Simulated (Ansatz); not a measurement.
Gas-phase electronic energies from Ansatz, PBE0-D4/def2-TZVP geometries. CCSD(T)/CBS is the MP2 limit (def2-TZVPP, def2-QZVPP) plus CCSD(T) − MP2 in def2-TZVPP, frozen cores. Functionals use def2-TZVPP. B3LYP here is the variant with VWN-RPA as its local correlation; programs differ in this. HSE06 is defined as in plane-wave codes. For Ge, Se outer-core shells are correlated without core-valence functions, which leaves a few kJ/mol of doubt a bond. Scalar relativity is left out up to krypton. Each species was taken in one conformer, which may not be the lowest.

Reaction (germylene formation by 1,1-elimination): `[OH][GeH2][SeH]` → `[OH][GeH]` + H₂Se

CCSD(T)/CBS gives +166.8 kJ/mol.

(1) Another level gave +169.0 kJ/mol. Which?
A. B3LYP/def2-TZVPP
B. B97M-V/def2-TZVPP
C. r2SCAN0-D4/def2-TZVPP
D. HSE06-D4/def2-TZVPP

Largest T1 diagnostic among the species: 0.016.

Results:

(1) B. B97M-V 169.0, r2SCAN0-D4 186.5, HSE06-D4 176.9, B3LYP 139.1 kJ/mol.

The D4 term adds +11.7 kJ/mol with B3LYP and +6.2 kJ/mol with PBE0; it sums over pairs of atoms, weighted by their polarisabilities, and B3LYP, whose exchange is more repulsive, gets the larger term. From PBE to PBE0 (25 % exact exchange), in def2-TZVPP and without D4, ΔE moves by +18.0 kJ/mol.
